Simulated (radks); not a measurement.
Results of a calculation; reference values are marked as such.
Question: These are the eigenvalues of the occupied orbitals of an atom or ion with whole-number occupations (hartree). Code: a radial shooting solver on a logarithmic mesh with Libxc functionals. Model: Dirac Kohn-Sham, PBE, spin-unpolarised, spherical densities, finite nucleus; Fermi nuclear charge, rms radius of each element as measured or else 0.836 A^(1/3) + 0.57 fm.

orbital  eigenvalue
1s1/2     -1713.464
2s1/2     -279.8546
2p1/2     -265.2760
2p3/2     -243.1220
3s1/2     -61.29962
3p1/2     -55.02262
3p3/2     -50.53680
3d3/2     -39.64681
3d5/2     -38.67255
4s1/2     -12.17191
4p1/2      -9.76500
4p3/2      -8.78097
4d3/2      -4.82009
4d5/2      -4.64438
5s1/2      -1.58428
5p1/2      -0.94205
5p3/2      -0.81289
6s1/2      -0.13146
4f5/2      -0.09423

Which element is it, and in what charge state? The configuration may be excited. Open shells, if any, fill j = l - 1/2 first.

Answer: Z = 62, samarium, charge 0: Sm in [Xe] 4f6 6s2. The list shows which subshells hold electrons but not how many an open one holds; the 1s level, -1713.5 hartree, gives Z - s = 58.5 by -(Z - s)^2/2, which with screening and relativity narrows Z to a few neighbours, and the depths of the outer levels then fix element, charge and occupations together.
